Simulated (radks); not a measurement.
All-electron atom: O in [He] 2s2 2p4 (the NIST ground configuration). Method: non-relativistic Kohn-Sham, SOGGA, spin-polarised, spherical densities, point nucleus; open shells are filled with parallel spins first; computed with a radial shooting solver on a logarithmic mesh with Libxc functionals.

Local quantities along the radius. ELF = 1/(1 + alpha^2) is the electron localisation function; alpha = (tau - tau_W)/tau_unif compares the Pauli kinetic energy density with that of the uniform gas (summed over spins); r v_xc is r times the local exchange-correlation potential of spin up (hartree bohr); s = |grad rho|/(2 (3 pi^2)^(1/3) rho^(4/3)) is the reduced gradient.

r (bohr)    ELF     alpha    r v_xc       s
0.008661  1.000  0.003220  -0.07171  0.4000
0.01075   1.000  0.003369  -0.08459  0.4043
0.01323   1.000  0.003556  -0.09954  0.4095
0.01642   1.000  0.003811   -0.1182  0.4163
0.02038   1.000  0.004156   -0.1404  0.4248
0.0253    1.000  0.004629   -0.1666  0.4355
0.03115   1.000  0.005268   -0.1960  0.4487
0.03866   1.000  0.006223   -0.2309  0.4660
0.04798   1.000  0.007665   -0.2702  0.4883
0.05907   1.000  0.009839   -0.3116  0.5161
0.07332   1.000   0.01358   -0.3568  0.5537
0.09099   1.000   0.02032   -0.4021  0.6036
0.112     0.999   0.03286   -0.4425  0.6678
0.139     0.996   0.06081   -0.4769  0.7575
0.1726    0.984    0.1290   -0.4984  0.8777
0.2142    0.910    0.3153   -0.5031   1.028
0.2637    0.602    0.8128   -0.4933   1.163
0.3273    0.209     1.948   -0.4737   1.136
0.4062    0.119     2.727   -0.4652  0.7603
0.5001    0.234     1.809   -0.5711  0.3906
0.6207    0.571    0.8668   -0.6789  0.3223
0.7703    0.792    0.5126   -0.7689  0.4187
0.9484    0.856    0.4102   -0.8264  0.5559
1.177     0.860    0.4038   -0.8425  0.7305
1.461     0.817    0.4731   -0.8091  0.9628
1.813     0.703    0.6497   -0.7234   1.301
2.232     0.492     1.015   -0.5969   1.803
2.771     0.228     1.838   -0.4658   2.639
3.438     0.068     3.715   -0.4032   4.101
4.234     0.015     8.168   -0.3206   6.854
5.254     0.002     21.61   -0.1982   13.01

On this mesh the ELF has minima near r = 0.41 bohr, which separate the shells, and maxima near 1.1 (0.86).
